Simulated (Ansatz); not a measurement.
Reaction (cleavage of the B–Al bond): `[BH2][AlH][OH]` + `[OH][GeH2][F]` → `B[O][GeH2][F]` + `[OH][AlH2]`

Calculated with Ansatz (gas phase, PBE0-D4/def2-TZVP geometries, no zero-point term in ΔE). CCSD(T)/CBS adds triple-zeta CCSD(T) − MP2 to the extrapolated MP2 energy (def2 sets, frozen cores). This one scheme is used for every species. DFT in def2-TZVPP. B3LYP here is the variant with VWN-RPA as its local correlation; programs differ in this. For Ge outer-core shells are correlated without core-valence functions, which leaves a few kJ/mol of doubt a bond. Scalar relativity is left out up to krypton. One conformer a species, not always the lowest.

Q: Is it downhill or uphill in electronic energy at CCSD(T)/CBS, and by how much? (Best estimate.)

A: Ansatz gave: Downhill: ΔE = -169.1 kJ/mol.

Q: What do these levels give: BHLYP-D4, PBE-QIDH, B3LYP, r2SCANh, CCSD(T)/def2-SVP, MP2/def2-TZVPP? (Best estimate.)

A: Computed: BHLYP-D4 -177.3, PBE-QIDH -170.4, B3LYP -173.1, r2SCANh -171.8, CCSD(T)/def2-SVP -188.4, MP2/def2-TZVPP -178.6 kJ/mol.

Largest T1 diagnostic among the species: 0.013.

At CCSD(T), def2-SVP lies −19.3 kJ/mol from the extrapolated value and def2-TZVPP −2.9 kJ/mol. From BLYP to BHLYP (50 % exact exchange), in def2-TZVPP and without D4, ΔE moves by −3.8 kJ/mol.
